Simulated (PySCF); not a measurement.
SiHI3, SMILES I[SiH](I)I.

Geometry optimised at PBE-D3(BJ)/def2-SVP. The def2 effective core potentials stand for the cores of I; spin–orbit coupling is left out.

Two levels are set side by side: TDDFT-PBE/def2-SVPD (PySCF) and TDDFT-LC-ωPBE/def2-SVPD (PySCF). Vertical, same geometry. The lowest singlet is HOMO→LUMO 100 % with PBE and HOMO→LUMO 87 % with the other functional; states are paired by order. Differences are taken from unrounded values.

| quantity | TDDFT-LC-ωPBE |
|---|---|
| lowest singlet excitation (eV) | 4.77 |
| lowest triplet excitation (TDA) (eV) | 4.31 |

Task: What does TDDFT-PBE give, and how far is it from TDDFT-LC-ωPBE? (Estimate from the structure and the level; the computed values follow.)

Result: 
```json
[
 {"quantity": "lowest singlet excitation (eV)", "TDDFT-PBE": "3.55", "TDDFT-PBE minus TDDFT-LC-ωPBE": "-1.22"},
 {"quantity": "lowest triplet excitation (TDA) (eV)", "TDDFT-PBE": "3.31", "TDDFT-PBE minus TDDFT-LC-ωPBE": "-1.01"}
]
```

Functionals without exact exchange tend to place singlet excitations lower, as here. Differences between two approximate levels are no errors against the true value.

Rough cost on one machine, each run with all the roots and properties that it gave: TDDFT-LC-ωPBE against TDDFT-PBE about 6 times.
